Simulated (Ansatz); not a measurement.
Input file for Ansatz (a program for electronic structure): R-CCSD(T)/cc-pV(T+d)Z on H2OSi (SMILES O[SiH]), a point of a torsion scan. Files ending in .json are basis or fitting sets from the Basis Set Exchange.

Ansatz 0.2 input:
```yaml
crystal:
  periodic: [false, false, false]
  atoms:
    - {symbol: O, position_ang: [-0.82753632, 0.22649398, 0.23775950]}
    - {symbol: Si, position_ang: [0.66969743, 0.68293844, -0.19249300]}
    - {symbol: H, position_ang: [-1.38149753, -0.44150234, -0.17050273]}
    - {symbol: H, position_ang: [0.93359946, -0.20411611, -1.36829931]}
basis:
  gaussian:
    orbitals: cc-pV_T+d_Z.json
magnetization: {spin_polarized: false}
correlation: {method: ccsd_t, electrons: outside_noble_gas}
scf: {lower_state_search: off}
```

It printed:

```
WARN ansatz: RAYON_NUM_THREADS=1 ignored (pool sized by the plan → 1); use --threads N
Functional definition: HF
these checks for a lower state are left out or cut short: stability, starts, cluster_reference, orbital_swaps, neighbouring_geometries, increment
integrals: 0.10 GiB planned
578 factors; integrals over basis functions are off by at most 1.3e-3 eV
mean field: 0.14 GiB planned
mean field evaluation 1: about -9929.9427 eV, gradient 3.4e1 eV
mean field evaluation 2: about -9929.9449 eV, gradient 3.4e1 eV
mean field evaluation 4: about -9932.0060 eV, gradient 2.1e0 eV
mean field evaluation 8: about -9932.0270 eV, gradient 1.5e-4 eV
mean field -9932.02695164 eV, -364.9952583031 hartree, gradient 2.9e-6 eV, S^2 0.000000; 0 other end points of the search recorded, 0 dependent functions left out
6 core orbitals not correlated
reference -9932.02695164 eV, -364.9952583031 hartree; 6, 6 occupied and 85, 85 virtual orbitals, 578 factors
second order -9.43248924 eV of doubles, -0.00000000 eV of singles
coupled cluster: 0.21 GiB planned
cycle   1  -9.62208050 eV  change   -1.9e-1 eV  update   8.1e-2
cycle   2  -9.91531924 eV  change   -2.9e-1 eV  update   2.9e-2
cycle   3  -9.99318000 eV  change   -7.8e-2 eV  update   1.6e-2
cycle   4  -9.98004575 eV  change    1.3e-2 eV  update   4.2e-3
cycle   5  -9.98090518 eV  change   -8.6e-4 eV  update   1.8e-3
cycle   6  -9.98122099 eV  change   -3.2e-4 eV  update   5.2e-4
cycle   7  -9.98085966 eV  change    3.6e-4 eV  update   2.0e-4
cycle   8  -9.98090937 eV  change   -5.0e-5 eV  update   6.7e-5
cycle   9  -9.98093494 eV  change   -2.6e-5 eV  update   2.0e-5
cycle  10  -9.98092267 eV  change    1.2e-5 eV  update   7.5e-6
perturbative correction -0.35248323 eV, -0.0129535196 hartree
Total energy: -9942.36035754 eV, -365.3750039657 hartree
Checks for a lower state left out: stability, starts, cluster_reference, orbital_swaps, neighbouring_geometries, increment
```

The run converged.

Cost: around 1.9 core-seconds (rough).
